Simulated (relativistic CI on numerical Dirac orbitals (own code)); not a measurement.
# What each ingredient does to the levels of Xe12+

Base calculation: Dirac-Coulomb-Breit CI, separate exchange-only KLI orbitals for each configuration, model QED, unscaled Slater integrals.

Configurations in the expansion (outside the closed core [Ar] 3d10): 4s2 4p6 4d6, 4s2 4p5 4d7, 4s2 4p6 4d5 4f, 4s2 4p4 4d8, 4s2 4p6 4d5 5s, 4s 4p6 4d7, 4s2 4p6 4d5 5p, 4s2 4p6 4d4 5s2, 4p6 4d8, 4s2 4p6 4d4 4f 5s, 4s2 4p6 4d5 5d, 4s2 4p6 4d4 5p2, 4s2 4p6 4d5 6s, 4s2 4p6 4d5 6d. Levels of other configurations are missing.

Variants: (1) P86 correlation estimate; (2) Breit term removed; (3) one mean potential for all configurations. Shifts of the energy above 4s2 4p6 4d6 5D_4, in cm⁻¹, for the lowest level and the first level of each name with at least 55 % of one term (blank where a level changes its place among those of its configuration and J or its character, or is not in the variant):

| Level | Base | Δ(1) | Δ(2) | Δ(3) |
| --- | --- | --- | --- | --- |
| 4s2 4p6 4d6 5D_4 | 0 | 0 | 0 | 0 |
| 4s2 4p6 4d6 5D_3 | 10116 | 0 | +324 | -11 |
| 4s2 4p6 4d6 5D_2 | 10224 | +1 | +42 | -5 |
| 4s2 4p6 4d6 5D_1 | 15289 | +1 | +328 | -13 |
| 4s2 4p6 4d6 5D_0 | 15969 | +1 | +278 | -12 |
| 4s2 4p6 4d6 3P_2 | 36432 | +4 | +389 | -18 |
| 4s2 4p6 4d6 3H_6 | 41463 | -4 | +451 | -21 |
| 4s2 4p6 4d6 3F_3 | 45027 | +1 | +334 | -19 |
| 4s2 4p6 4d6 3F_2 | 45984 | +3 | +268 | -18 |
| 4s2 4p6 4d6 3H_4 | 52097 | -1 | +679 | -30 |
| 4s2 4p6 4d6 3G_4 | 59123 | 0 | +620 | -28 |
| 4s2 4p6 4d6 3D_2 | 59605 | +4 | +403 | -21 |
| 4s2 4p6 4d6 3D_3 | 64122 | +1 |  | -30 |
| 4s2 4p6 4d6 1I_6 | 69960 | -5 | +908 | -39 |
| 4s2 4p6 4d6 3P_0 | 74461 | +7 | +134 | -17 |
| 4s2 4p6 4d6 1G_4 | 77341 | 0 | +1095 | -43 |
| 4s2 4p6 4d6 1F_3 | 78653 | +4 | +266 | -22 |
| 4s2 4p6 4d6 1D_2 | 78963 | +5 | +771 | -34 |
| 4s2 4p6 4d6 3P_1 | 90259 | +8 |  | -24 |
| 4s2 4p5 4d7 5G°_6 | 657590 | +974 | +1700 | -336 |
| 4s2 4p5 4d7 3D°_3 | 671871 | +1061 | +1427 | -374 |
| 4s2 4p6 4d5 5s 7S_3 | 674121 | +8828 | -88 | +2833 |

At this charge energies of transitions that change n are usually good to better than 1 %, and those within a shell (Δn = 0) to a few per cent. Terms inside the open d or f shell come out 10 to 20 % too wide with unscaled integrals. Levels and lines within the n = 5 or 6 shells can be off by up to 10 % or somewhat more, and those that change n by about 2 %, since core polarisation is missing.

Ionisation energy from the two ground configurations alone: base 280.68 eV; P86 correlation estimate 282.405 eV; Breit term removed 280.743 eV. The NIST ASD value (theoretical) is 281 eV.

LS names give the leading component of a level, which can be under half, so a name can repeat, a term be missing and a line seem to break the LS rules.
